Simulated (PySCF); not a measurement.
## Simulated absorption spectrum

Species: C6H6F2.
InChI=1S/C6H6F2/c7-5-1-2-6(8)4-3-5/h1-6H/t5-,6-

The calculation used PySCF, TDDFT PBE0/def2-SVPD, vertical, gas phase, core orbitals frozen in the response. The structure is a single GFN2-xTB conformer in the gas phase; no vibrational or solvent corrections.

Broadening: Gaussians 0.3 eV wide at half height, area fixed by f = 4.319×10⁻⁹ ∫ε dν̃. The cross-section is σ = 3.8235×10⁻²¹ ε cm², given in Mb (10⁻¹⁸ cm²). The width is an assumption, not a result. The curve ends short of the highest state used, and states not computed would add to its high-energy end.

| E (eV) | σ (Mb) |
| --- | --- |
| 5.44 | 0.00 |
| 5.46 | 0.00 |
| 5.49 | 0.00 |
| 5.51 | 0.00 |
| 5.54 | 0.01 |
| 5.57 | 0.02 |
| 5.59 | 0.02 |
| 5.62 | 0.04 |
| 5.64 | 0.05 |
| 5.67 | 0.08 |
| 5.69 | 0.10 |
| 5.72 | 0.14 |
| 5.75 | 0.19 |
| 5.77 | 0.22 |
| 5.80 | 0.27 |
| 5.82 | 0.30 |
| 5.85 | 0.33 |
| 5.87 | 0.36 |
| 5.90 | 0.39 |
| 5.92 | 0.41 |
| 5.95 | 0.48 |
| 5.98 | 0.63 |
| 6.00 | 0.80 |
| 6.03 | 1.22 |
| 6.05 | 1.66 |
| 6.08 | 2.62 |
| 6.10 | 3.50 |
| 6.13 | 5.24 |
| 6.16 | 7.48 |
| 6.18 | 9.22 |
| 6.21 | 12.05 |
| 6.23 | 13.98 |
| 6.26 | 16.68 |
| 6.28 | 18.20 |
| 6.31 | 19.80 |
| 6.34 | 20.39 |
| 6.36 | 20.17 |
| 6.39 | 18.94 |
| 6.41 | 17.62 |
| 6.44 | 15.12 |
| 6.46 | 13.25 |
| 6.49 | 10.41 |
| 6.51 | 8.64 |
| 6.54 | 6.30 |
| 6.57 | 4.47 |
| 6.59 | 3.54 |
| 6.62 | 2.54 |
| 6.64 | 2.10 |
| 6.67 | 1.68 |
| 6.69 | 1.52 |
| 6.72 | 1.38 |
| 6.75 | 1.29 |
| 6.77 | 1.23 |
| 6.80 | 1.12 |
| 6.82 | 1.03 |
| 6.85 | 0.88 |

Question: Where are the band maxima, and which computed states make them?

Answer: 196 nm (6.34 eV), ε about 5300, made up of S2 (100%) (ε in L mol⁻¹ cm⁻¹; maxima over ε = 5, shares over 10%). The states used: S1 5.89 eV (f 0.0010); S2 6.34 eV (f 0.059); S3 6.75 eV (f 0.0034); S4 7.27 eV (f 0.0052); S5 7.30 eV (f 0.0004); S6 7.45 eV (f 0.191).

Question: On this curve, what absorbance would a 10⁻⁴ mol/L sample give at 222 nm over a 1 cm path?

Answer: 222 nm is 5.585 eV, where ε is about 5.3 L mol⁻¹ cm⁻¹, so A = ε c l ≈ 0.00053 (Beer–Lambert, with the gas-phase spectrum and the assumed width).

Question: What would ε be at 6.34 eV, the highest of these maxima, with half the width (0.15 eV)?

Answer: About 10700 L mol⁻¹ cm⁻¹ against 5330, a factor of about 2.00; a lone state at its own centre would give exactly 2.
